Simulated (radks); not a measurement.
The mean radii <r> (bohr) of the occupied orbitals of an atom or ion are listed with their occupations. Calculated with a radial shooting solver on a logarithmic mesh with Libxc functionals: Dirac Kohn-Sham, PBE, spin-unpolarised, spherical densities, finite nucleus; Fermi nuclear charge, rms radius of each element as measured or else 0.836 A^(1/3) + 0.57 fm.

| orbital | occ. | <r> |
|---|---|---|
| 1s1/2 | 2 | 0.01600 |
| 2s1/2 | 1 | 0.06432 |
| 2p1/2 | 1 | 0.05231 |

Name the element and its charge. Open shells, if any, fill j = l - 1/2 first.

Answer. Z = 82, lead, charge +78: Pb78+ in [He] 2s1 2p1. The 1s radius gives Z: for a bare nucleus <r> = (2 gamma + 1)/(2Z) with gamma = sqrt(1 - (Z/c)^2), 0.01587 bohr for Z = 82, and screening makes it slightly larger (0.01600 here). The occupations add up to 4, and the charge is Z minus that.
